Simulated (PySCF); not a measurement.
Input of a run (PBE0-D3(BJ)/def2-SVP geometry optimisation, gas phase, def2 core potentials past Kr (PySCF 2.14.0)), started from GFN2-xTB:
```
{"job": {"xc": "PBE0", "basis": "def2-SVP", "d3": "d3bj", "grid": 1, "maxiter": 30, "kind": "geom"}, "charge": 0, "multiplicity": 1}
Sn     0.000160     0.000310     0.000200
C     -0.001090    -0.015540     2.194810
H     -1.014220     0.055430     2.572980
H      0.567870     0.822720     2.579390
H      0.441110    -0.931170     2.569370
C      2.067510     0.005090    -0.731440
H      2.086900    -0.096750    -1.810280
H      2.625000    -0.817210    -0.298520
H      2.561250     0.932550    -0.465020
C     -1.033540     1.797610    -0.718940
H     -0.935450     1.887160    -1.794670
H     -0.612700     2.685510    -0.261440
H     -2.088270     1.752920    -0.473460
C     -1.031880    -1.788190    -0.744120
H     -2.016230    -1.869360    -0.298390
H     -0.470210    -2.682370    -0.499720
H     -1.146210    -1.738690    -1.820760
```

Output (energies in Eh, forces in Eh/bohr):
```
step   0  E = -373.63279076  max force = 0.017769
step   1  E = -373.63582851  max force = 0.002393
step   2  E = -373.63614129  max force = 0.000797
step   3  E = -373.63615800  max force = 0.000381
step   4  E = -373.63616170  max force = 0.000074
optimisation converged
```

Problem. Summarise the run.

Solution. The energy falls by 2.1 kcal/mol over 5 energy and gradient evaluations, the largest force component goes from 0.0178 to 7.4e-05 Eh/bohr, and the atoms move by 0.036 Å rms after alignment. Among the bonds, Sn1–C2, Sn1–C6, Sn1–C10 and Sn1–C14 change most and about equally (-0.038 to -0.037 Å). Bonds longer at the end by more than 0.005 Å: 12 of 16; shorter: 4. The energy never rose by more than 1e-6 Eh on the way. The first step brought 90 % of the lowering.

Problem. What are the final bond lengths?

Solution. Sn1–C2 2.157 Å, Sn1–C6 2.156 Å, Sn1–C10 2.157 Å, Sn1–C14 2.157 Å, C2–H3 1.100 Å, C2–H4 1.100 Å, C2–H5 1.100 Å, C6–H7 1.100 Å, C6–H8 1.100 Å, C6–H9 1.100 Å, C10–H11 1.100 Å, C10–H12 1.100 Å, C10–H13 1.100 Å, C14–H15 1.100 Å, C14–H16 1.100 Å, C14–H17 1.100 Å. Numbering counts from 1 in the input's order; the species is SnMe4 (`[CH3][Sn]([CH3])([CH3])[CH3]`).

The run used 142 basis functions and 29 SCF cycles in all. The run took 32 s wall on one thread, AMD EPYC 9R45 (x86_64), shared host with 96 logical CPUs at a one-minute load of 56, and the process peaked at 0.62 GiB of memory.

No frequency check.
